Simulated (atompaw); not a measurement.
An all-electron radial function and its pseudo partner (Pb)

Columns: radius, all-electron u(r) and pseudo u(r) of the 6p shell (level -6.53 eV) of lead in the configuration [Xe] 4f14 5d10 6s2 6p1.5; PBE, scalar-relativistic, PAW (atompaw) scheme, atompaw 4.2.0.5.

```json
{"r (bohr)": "0.110", "all-electron": "-0.1093", "pseudo": "0.0014"}
{"r (bohr)": "0.219", "all-electron": "0.0494", "pseudo": "0.0055"}
{"r (bohr)": "0.329", "all-electron": "0.1725", "pseudo": "0.0124"}
{"r (bohr)": "0.438", "all-electron": "0.0564", "pseudo": "0.0222"}
{"r (bohr)": "0.548", "all-electron": "-0.1181", "pseudo": "0.0351"}
{"r (bohr)": "0.658", "all-electron": "-0.2377", "pseudo": "0.0512"}
{"r (bohr)": "0.767", "all-electron": "-0.2768", "pseudo": "0.0704"}
{"r (bohr)": "0.877", "all-electron": "-0.2492", "pseudo": "0.0933"}
{"r (bohr)": "0.987", "all-electron": "-0.1770", "pseudo": "0.1197"}
{"r (bohr)": "1.096", "all-electron": "-0.0820", "pseudo": "0.1496"}
{"r (bohr)": "1.206", "all-electron": "0.0224", "pseudo": "0.1833"}
{"r (bohr)": "1.315", "all-electron": "0.1245", "pseudo": "0.2201"}
{"r (bohr)": "1.425", "all-electron": "0.2204", "pseudo": "0.2604"}
{"r (bohr)": "1.535", "all-electron": "0.3061", "pseudo": "0.3035"}
{"r (bohr)": "1.644", "all-electron": "0.3797", "pseudo": "0.3480"}
{"r (bohr)": "1.754", "all-electron": "0.4425", "pseudo": "0.3939"}
{"r (bohr)": "1.863", "all-electron": "0.4939", "pseudo": "0.4390"}
{"r (bohr)": "1.973", "all-electron": "0.5354", "pseudo": "0.4828"}
{"r (bohr)": "2.083", "all-electron": "0.5678", "pseudo": "0.5231"}
{"r (bohr)": "2.192", "all-electron": "0.5916", "pseudo": "0.5579"}
{"r (bohr)": "2.302", "all-electron": "0.6085", "pseudo": "0.5863"}
{"r (bohr)": "2.412", "all-electron": "0.6189", "pseudo": "0.6067"}
{"r (bohr)": "2.521", "all-electron": "0.6239", "pseudo": "0.6187"}
{"r (bohr)": "2.631", "all-electron": "0.6242", "pseudo": "0.6228"}
{"r (bohr)": "2.740", "all-electron": "0.6206", "pseudo": "0.6205"}
{"r (bohr)": "2.850", "all-electron": "0.6135", "pseudo": "0.6135"}
```

(1) How many radial nodes do the two functions have?

(2) Where does each function peak?

(3) Is the pseudo-wave norm-conserving?

## Answers

(1) The all-electron 6p function has n − l − 1 = 4 (the table is too coarse to show those close to the nucleus); the pseudo-wave has 0, since the states of the same l below it are removed with the core.

(2) Outermost all-electron maximum near 2.63 bohr, pseudo maximum near 2.63 bohr (to the table’s step).

(3) No, it belongs to a PAW set: the norm inside the radius is not constrained, and the difference is carried by the augmentation charge.
